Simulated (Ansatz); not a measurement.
Ga(OH)(SiH3)2 (GaH7OSi2), SMILES [OH][Ga]([SiH3])[SiH3].

Coordinates come from a B3LYP-D3(BJ)/def2-SVP optimisation. The structure was generated by enumeration; whether it is a known compound was not checked. One conformer was computed; it need not be the lowest.

Two levels are set side by side: PBE/def2-SVPD (Ansatz, an electronic-structure program) and CAM-B3LYP/def2-SVPD (Ansatz). Energy differences of separate SCF runs at the same geometry; the states with an electron removed or added have multiplicity 2 and 2. Differences are taken from unrounded values.

```json
[
 {"quantity": "vertical ionisation energy (eV)", "PBE": "8.83"},
 {"quantity": "vertical singlet–triplet gap (eV)", "PBE": "3.45"}
]
```

### Question
These are the PBE values. What does CAM-B3LYP give? (An estimate is asked for; the answer gives what the named calculation found.)

### Answer

| quantity | CAM-B3LYP | PBE minus CAM-B3LYP |
|---|---|---|
| vertical ionisation energy (eV) | 9.17 | -0.34 |
| vertical singlet–triplet gap (eV) | 3.83 | -0.38 |
